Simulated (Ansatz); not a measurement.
Consider the ligand exchange at the Si–Cl bond: `C#C[Si](Cl)(Cl)Cl` + H–F → `C#C[Si](F)(Cl)Cl` + HCl.

Calculated with Ansatz (gas phase, PBE0-D4/def2-TZVP geometries, no zero-point term in ΔE). CCSD(T)/CBS is the MP2 limit (def2-TZVPP, def2-QZVPP) plus CCSD(T) − MP2 in def2-TZVPP, frozen cores. This one scheme is used for every species. Functionals use def2-TZVPP.

(1) Is it downhill or uphill in electronic energy at CCSD(T)/CBS, and by how much? (Estimate.)

(2) What do these levels give: BLYP-D4, B97M-V, r2SCANh, MP2/def2-QZVPP, SCS-MP2/def2-QZVPP, CCSD/CBS(def2)? (An estimate is asked.)

Largest T1 diagnostic among the species: 0.011.

## Answers

(1) Ansatz gave: Downhill: ΔE = -11.2 kcal/mol.

(2) Ansatz gave: BLYP-D4 -12.0, B97M-V -13.5, r2SCANh -12.5, MP2/def2-QZVPP -9.8, SCS-MP2/def2-QZVPP -11.5, CCSD/CBS(def2) -12.0 kcal/mol.

Leaving LDA and LC-ωPBE aside and taking each functional with its dispersion term where it has one, the values, not all of them listed here, spread over 4.9 kcal/mol, from CAM-B3LYP-D4 to revPBE-D4. In def2-TZVPP, CCSD(T) changes the Hartree–Fock value by +3.6 kcal/mol (the triples alone add +0.8 kcal/mol) and MP2 by +5.7 kcal/mol. The D4 term adds +1.9 kcal/mol with B3LYP and +1.0 kcal/mol with PBE0; it sums over pairs of atoms, weighted by their polarisabilities, and B3LYP, whose exchange is more repulsive, gets the larger term.

B3LYP here is the variant with VWN-RPA as its local correlation; programs differ in this.
